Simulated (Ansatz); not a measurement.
A nudged elastic band was laid between two geometries of CH₇BSSi₂ (12 atoms, charge 0, multiplicity 1).

Computed with RKS B3LYP/def2-SVP (Ansatz).

| Quantity | Value |
| --- | --- |
| movable images | 5 |
| climbing image | yes |
| spring | 5.0 eV/Å² |
| optimiser | quadratic models (default) |
| start path | through a guess of the saddle point |
| force threshold | 0.03 eV/Å |
| iteration limit | 60 |
| end points | relaxed |

First end point:

```xyz
12
Properties=species:S:1:pos:R:3
Si -1.755 -0.595 -0.231
B 0.101 0.234 -0.263
Si 1.452 -0.338 1.145
C 0.525 1.112 -1.413
S 0.084 2.506 -0.651
H -2.334 -0.567 1.146
H -2.698 0.106 -1.155
H -1.663 -2.030 -0.653
H 0.841 -0.346 2.509
H 2.649 0.558 1.168
H 1.913 -1.732 0.849
H 0.963 1.038 -2.418
```

Last end point:

```xyz
12
Properties=species:S:1:pos:R:3
Si -1.799 -0.771 -0.162
B 0.058 0.020 -0.138
Si 1.452 -0.507 1.225
C 0.396 0.975 -1.087
S 0.854 1.959 -2.301
H -2.503 -0.468 1.124
H -2.634 -0.239 -1.282
H -1.723 -2.258 -0.303
H 0.948 -0.247 2.609
H 2.733 0.241 1.050
H 1.749 -1.968 1.113
H 0.546 3.209 -1.813
```

Question: Which bonds break or form, and what moves?

Answer: Bonds broken: C4–H12. Bonds formed: S5–H12.

Question: What energy profile does the band end with?

Answer: The run converged. The highest image is number 4 of 0 to 6, 1.95 eV above the first end and 1.47 eV above the last; the last end lies 0.48 eV above the first. Neighbouring images differ by up to 1.9 eV, so the band resolves the path poorly. A vibrational analysis at the climbing image gives one clearly imaginary mode, 1449i cm⁻¹: a first-order saddle point. The orbitals stay closed-shell, which can raise the energy where a bond breaks towards radicals; this wasn't checked here.

```json
{"image": "0", "path coordinate (Å)": "0.00", "energy (eV)": "0.00", "C4–H12 (Å)": "1.10", "S5–H12 (Å)": "2.46"}
{"image": "1", "path coordinate (Å)": "3.81", "energy (eV)": "0.00", "C4–H12 (Å)": "1.10", "S5–H12 (Å)": "2.46"}
{"image": "2", "path coordinate (Å)": "7.62", "energy (eV)": "0.01", "C4–H12 (Å)": "1.10", "S5–H12 (Å)": "2.46"}
{"image": "3", "path coordinate (Å)": "11.42", "energy (eV)": "0.00", "C4–H12 (Å)": "1.10", "S5–H12 (Å)": "2.46"}
{"image": "4", "path coordinate (Å)": "15.23", "energy (eV)": "1.95", "C4–H12 (Å)": "1.40", "S5–H12 (Å)": "1.48"}
{"image": "5", "path coordinate (Å)": "17.72", "energy (eV)": "0.50", "C4–H12 (Å)": "2.35", "S5–H12 (Å)": "1.38"}
{"image": "6", "path coordinate (Å)": "20.20", "energy (eV)": "0.48", "C4–H12 (Å)": "2.35", "S5–H12 (Å)": "1.38"}
```

Question: What is the geometry of the highest image?

Answer: 
```xyz
12
Properties=species:S:1:pos:R:3
Si -1.815 -0.595 -0.077
B 0.068 0.125 -0.223
Si 1.601 -0.716 0.789
C 0.314 1.233 -1.036
S 0.602 2.605 -1.970
H -2.794 0.210 -0.868
H -1.857 -2.005 -0.571
H -2.259 -0.596 1.351
H 1.301 -0.747 2.254
H 2.885 0.022 0.592
H 1.795 -2.127 0.332
H 0.236 2.536 -0.540
```

Run time: 19 min on 2 threads of Arm Neoverse V1, on a shared host, peak memory 0.29 GiB.
